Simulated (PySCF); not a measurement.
Gas-phase reaction: 2 Ag + F2 = 2 AgF. Level: PBE0/def2-QZVP†; standard pressure 1 bar.

Energies from PySCF, thermal terms from the rigid-rotor harmonic-oscillator model, ideal gas at 1 bar. † marks an energy on the PBE0/def2-TZVP geometry and frequencies. Open shells (unrestricted): Ag (multiplicity 2); the rest are closed-shell singlets. Ag: scalar-relativistic def2 core potential, no spin-orbit coupling. The harmonic model lacks anharmonicity and excited electronic states, which grow with temperature; levels with a mode under 35 cm⁻¹ are left out.

| T (K) | 1000/T (1/K) | log10 K |
|---|---|---|
| 1000 | 1.0000 | 21.54 |
| 1200 | 0.8333 | 17.26 |
| 1400 | 0.7143 | 14.19 |
| 1600 | 0.6250 | 11.89 |
| 1800 | 0.5556 | ? |
| 2000 | 0.5000 | 8.66 |

### Question
Fit log10 K = a + b·(1000/T) to the five rows, get the mean ΔH° and ΔS°, and predict log10 K at 1800 K.

### Answer
Means: 1000/T = 0.7345, log10 K = 14.708. Sums of products about the means: Sxy = 3.80332, Sxx = 0.147640, so b = Sxy/Sxx = 25.76 and a = 14.708 − (25.76)×0.7345 = -4.21.
ΔH° = −R ln 10 × 1000 K × b = −19.145 × (25.76) = -493 kJ; ΔS° = R ln 10 × a = -81 J/K. The run's own values go from -492 kJ and -80 J/K at 1000 K to -496 kJ and -82 J/K at 2000 K.
Prediction at 1800 K: -4.21 + (25.76)×0.5556 = 10.10. The computed value is 10.09, 0.01 from the line.
For scale, ΔH°(298 K) is -490 kJ at this level, -519 kJ at ωB97M-V/def2-TZVP†, and runs from -795 to -455 kJ over the 18 levels computed.
